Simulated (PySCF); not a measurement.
# Löwdin shares of the frontier orbitals

Compound: C7H10Si.
Structure used (GFN2-xTB), in Å, numbered top down from 1:
```xyz
18
C7H10Si angstrom
Si     2.512    0.081    0.642
C      1.245   -0.622   -0.596
C     -0.148   -0.126   -0.337
C     -0.534    1.300   -0.557
C     -1.818    1.389   -0.224
C     -2.212    0.017    0.200
C     -1.382   -0.986   -0.575
C     -1.001   -0.671    0.797
H      2.132   -0.320    1.997
H      2.546    1.540    0.548
H      3.831   -0.463    0.312
H      1.249   -1.712   -0.540
H      1.531   -0.359   -1.617
H      0.136    2.054   -0.921
H     -2.477    2.235   -0.239
H     -3.213   -0.217    0.531
H     -1.591   -1.888   -1.113
H     -0.816   -1.245    1.680
```

Computed, not measured: PySCF, TDDFT CAM-B3LYP/def2-SVPD, vertical, gas phase, core orbitals frozen in the response.

Frontier orbitals with the atoms that hold most of them (Löwdin shares over 4%, at most four atoms; ? is withheld):

| orbital | ε (eV) | atoms |
| --- | --- | --- |
| LUMO+2 | 1.63 | Si1 38%, H9 11%, H10 11%, C2 10% |
| LUMO+1 | 1.26 | Si1 32%, C2 9%, H12 8%, H11 7% |
| LUMO | 1.18 | ? |
| HOMO | ? | ? |
| HOMO-1 | -9.05 | C7 31%, C8 30%, C3 9%, C6 8% |
| HOMO-2 | -9.20 | C2 16%, C7 15%, C3 15%, C6 15% |
| HOMO-3 | -10.83 | Si1 27%, H10 23%, C2 12%, H11 7% |

Task: Which atoms hold the LUMO, and with what shares?

Result: C5 (bonded to 2 C and H) 24%; C4 (bonded to 2 C and H) 23%; Si1 (bonded to C and 3 H) 8%; C3 (bonded to 4 C) 6%. By element: carbon 52% or more, silicon 8%.

Task: Which atoms hold the HOMO, and with what shares?

Result: C5 (bonded to 2 C and H) 29%; C4 (bonded to 2 C and H) 29%; C7 (bonded to 3 C and H) 9%; C8 (bonded to 3 C and H) 9%.

Task: What is the HOMO energy, and the HOMO–LUMO gap?

Result: ε(HOMO) = -7.60 eV; the gap is 8.79 eV (0.3230 hartree).

Task: The HOMO–LUMO gap is 8.79 eV. Where does the response calculation put the lowest singlet, and from which orbitals?

Result: S1 is at 5.55 eV (f = 0.063), 3.24 eV below the gap, made of HOMO→LUMO (86%), HOMO→LUMO+1 (10%). 

Task: One configuration dominates each of S1 and S2. Which, and how do the shares of the two leading atoms of either orbital change from the occupied to the empty one?

Result: 
- S1 (5.55 eV, f 0.063), HOMO→LUMO (86%): C5 29% → 24%, C4 29% → 23%
- S2 (6.37 eV, f 0.0001), HOMO-1→LUMO (82%): C7 31% → at most 6%, C8 30% → at most 6%, C5 at most 8% → 24%, C4 at most 8% → 23%

One conformer stands for the species.
